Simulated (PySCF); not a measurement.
C7H5ClN (doublet state).
Geometry (GFN2-xTB, Å), atoms numbered from 1 in this order:
```
atom  x, y, z in Å
N1     2.8855   -0.2489    1.5917
C2     2.2588   -0.3338    0.6406
C3     1.4352   -0.4288   -0.5429
C4     0.0122   -0.1477   -0.1896
C5    -1.0289   -0.9907   -0.1242
C6    -2.2425   -0.2569    0.2613
C7    -1.9031    1.0150    0.3903
C8    -0.4563    1.2469    0.1810
Cl9   -0.1034    2.4084   -1.1287
H10    1.7968    0.3047   -1.2717
H11    1.5319   -1.4331   -0.9637
H12   -1.0211   -2.0473   -0.3264
H13   -3.2056   -0.7123    0.3815
H14    0.0397    1.6242    1.0786
```

The hyperfine couplings belong to this conformer and change with its torsions.

The species is `[C]1[C@H](Cl)C(CC#N)=CC=1` [radical].

Method used: UKS B3LYP, pcH-1 on C Cl H N, non-relativistic, mean-field spin-orbit, GIAO (PySCF). Geometry: GFN2-xTB, one conformer, isolated molecule. Couplings are sensitive to structure, and on GFN2-xTB geometries they can be far from those on DFT ones. No stability test was run, so a lower SCF solution isn't excluded.

(1) Break the g tensor into its mass correction, gauge correction and orbital-Zeeman/spin–orbit terms.

(2) How much does each term add to the isotropic shift?

(3) At 93.545 GHz, how far is the centre of the isotropic spectrum from where a free electron (g = 2.002319) resonates?

(4) What are the electron Larmor frequencies g μB B/h along the three axes at 350 mT?

(5) In a frozen sample, at which fields do the three g values resonate at 9.5, 34, 94 and 263 GHz (hyperfine left aside), and which band first spreads them over more than twice a line width of 1.0 mT?

Results:

(1) 
```json
{"Δg (ppm)": "relativistic mass correction", "1": "-165", "2": "-165", "3": "-165"}
{"Δg (ppm)": "gauge correction", "1": "22", "2": "16", "3": "-31"}
{"Δg (ppm)": "orbital Zeeman/spin–orbit", "1": "-933", "2": "-323", "3": "526"}
{"Δg (ppm)": "total", "1": "-1076", "2": "-471", "3": "330"}
```

So g = 2.00124, 2.00185, 2.00265 and g_iso = 2.00191; the tensor is rhombic: the two nearest values differ by 43 % of g3 − g1. Axes: g2 points within 9° of the C5–C6 bond.

(2) The orbital-Zeeman/spin–orbit term -244, the mass correction -165 and the gauge correction 3 ppm, for a total of -406 ppm. The orbital-Zeeman/spin–orbit term is the largest in size. The mass correction is the same along every axis, so the anisotropy comes from the other two: their spans along these axes are 53 (gauge) and 1459 ppm (orbital Zeeman/spin–orbit).

(3) B = hν/(g μB) with μB/h = 13.99624 MHz/mT gives 3337.92 mT for the free electron and 3338.59 mT at g_iso, 0.68 mT higher.

(4) 9.8035, 9.8064, 9.8104 GHz for g1, g2 and g3, a range of 6.9 MHz.

(5) 
```tsv
band	GHz	B(g3) mT	B(g2) mT	B(g1) mT	spread mT
X	9.5	338.93	339.06	339.17	0.24
Q	34.0	1213.00	1213.49	1213.86	0.85
W	94.0	3353.60	3354.94	3355.96	2.36
J	263.0	9382.95	9386.70	9389.54	6.59
```

The spread grows in proportion to the frequency. W band is the first where it exceeds 2.0 mT.

The Mulliken spin populations are largest on C7 (+1.05), C6 (-0.14) and C5 (+0.10). No atom but C7 exceeds +0.15.

The HOMO–LUMO gaps are 4.88 eV among the α and 3.48 eV among the β orbitals.
